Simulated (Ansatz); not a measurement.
Stepwise reaction of `[OH][Ge]([F])([F])[Cl]` with hydrogen chloride, as a gas-phase model of exchange steps in deposition or etching. ΔE in kJ/mol; ΔG adds harmonic PBE0-D4 terms to CCSD(T)/CBS, at 1 bar.

Computed with Ansatz on PBE0-D4/def2-TZVP structures; ΔE is electronic, products minus reactants. CBS: MP2 limit from def2 TZ/QZ plus the TZ coupled-cluster correction, frozen cores. This one scheme is used for every species. DFT in def2-TZVPP. B3LYP here is the variant with VWN-RPA as its local correlation; programs differ in this. For Ge outer-core shells are correlated without core-valence functions, which leaves a few kJ/mol of doubt a bond. Scalar relativity is left out up to krypton. One conformer a species, not always the lowest.

| step | reaction | PBE-D4 | B3LYP-D4 | ωB97M-V | CCSD(T)/CBS | ΔG(500 K) |
| --- | --- | --- | --- | --- | --- | --- |
| 1 | `[OH][Ge]([F])([F])[Cl]` + HCl → `[OH][Ge]([F])([Cl])[Cl]` + H–F | -11.5 | -7.1 | -5.8 | -9.8 | -3.6 |

Question: Give the row of step 2, `[OH][Ge]([F])([Cl])[Cl]` + HCl → `[OH][Ge]([Cl])([Cl])[Cl]` + H–F. (Estimate.)

Answer: The calculation gave: 
```json
{"step": "2", "reaction": "`[OH][Ge]([F])([Cl])[Cl]` + HCl → `[OH][Ge]([Cl])([Cl])[Cl]` + H–F", "PBE-D4": "-10.3", "B3LYP-D4": "-6.5", "ωB97M-V": "-5.0", "CCSD(T)/CBS": "-9.8", "ΔG(500 K)": "-3.6"}
```

Question: By hand: ΔE of the 2 steps together at CCSD(T)/CBS.

Answer: (-9.8) + (-9.8) = -19.6 kJ/mol, or -9.8 kJ/mol a step.

In ΔE the steps differ by no more than 0.0 kJ/mol. All are downhill at CCSD(T)/CBS. ΔG lies between -3.6 and -3.6 kJ/mol a step. PBE-D4 differs from CCSD(T)/CBS by -1.7 to -0.5 kJ/mol a step. Only this route is followed, and other bonds may react first. Isolated molecules leave out the surface, adducts and barriers. Largest T1 diagnostic: 0.012.
